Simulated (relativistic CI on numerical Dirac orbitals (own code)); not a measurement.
## Slater and spin-orbit integrals, V I

Computed by Dirac-Coulomb-Breit CI, orbitals from a KLI potential per configuration, model QED (radiative potential, 1s self-energy scaled to tabulated hydrogen-like ionisation energies), valence Slater integrals scaled by 0.85, P86 correlation energy added to each configuration (own radial code, finite nucleus).

Slater integrals F^k, G^k are unscaled and averaged over j, outside the closed core [Ar]; ζ comes from projecting the Hamiltonian with its Breit term on Σ l·s of the shell.

- 3d3 4s2: F^2(3d,3d) = 65022, F^4(3d,3d) = 40098, ζ(3d) = 152.03 cm⁻¹; <r>(3d) = 1.43, <r^2>(3d) = 2.765 (bohr units).
- 3d4 4s: F^2(3d,3d) = 55785, F^4(3d,3d) = 34076, ζ(3d) = 122.2, G^2(3d,4s) = 12543 cm⁻¹; <r>(3d) = 1.646, <r^2>(3d) = 3.859, <r>(4s) = 3.554, <r^2>(4s) = 14.71 (bohr units).
- 3d4 4p: F^2(3d,3d) = 58367, F^4(3d,3d) = 35768, ζ(3d) = 125.96, F^2(3d,4p) = 9920, G^1(3d,4p) = 5787.4, G^3(3d,4p) = 4042.9, ζ(4p) = 56.19 cm⁻¹; <r>(3d) = 1.576, <r^2>(3d) = 3.454, <r>(4p) = 5.39, <r^2>(4p) = 34.58 (bohr units).

Question: Give the Racah parameters of the d shell in 3d3 4s2.

Answer: B = F²/49 − 5F⁴/441 = 872 cm⁻¹ and C = 35F⁴/441 = 3182 cm⁻¹; values fitted to spectra at such low charge are typically 15 to 30 % smaller.

In this model ζ of a weakly bound d, f or g electron outside closed shells comes out too small, for d by up to a factor of two or three and at times with the wrong sign; that of an outer p electron is too small as well.

For a near-neutral ion this model can misplace configurations by up to about 10,000 cm⁻¹ (more where the count of f electrons changes) and terms by 10 to 25 % of their spread. Rates follow the energies as ν³ (E1, M1) or ν⁵ (E2), so they and the lifetimes can be off by large factors. The fine structure of a lone outer electron comes out too small, for d and f at times inverted, and misplaced configurations move strength between like terms. 41 of the 51 excited levels that our extract of the measured tables holds in this range could be paired (the sources list more); they are missed by 1993 cm⁻¹ on average and 5384 at most, and levels without a partner can miss by more.

Averages of the first 10 configurations, taken without configuration mixing, which lowers the lowest level and can move excited configurations by several eV; other configurations of the list can lie among them:

```csv
Configuration,Parity,States,Average energy above the lowest level (eV)
3d3 4s2,even,120,2.3
3d4 4s,even,420,3.5
3d4 4p,odd,1260,5.9
3d3 4s 4p,odd,1440,4.6
3d5,even,252,7.0
3d3 4s 4d,even,2400,7.3
3d4 4d,even,2100,7.6
3d3 4s 5s,even,480,6.6
3d2 4s2 4p,odd,270,7.0
3d4 5s,even,420,7.1
```
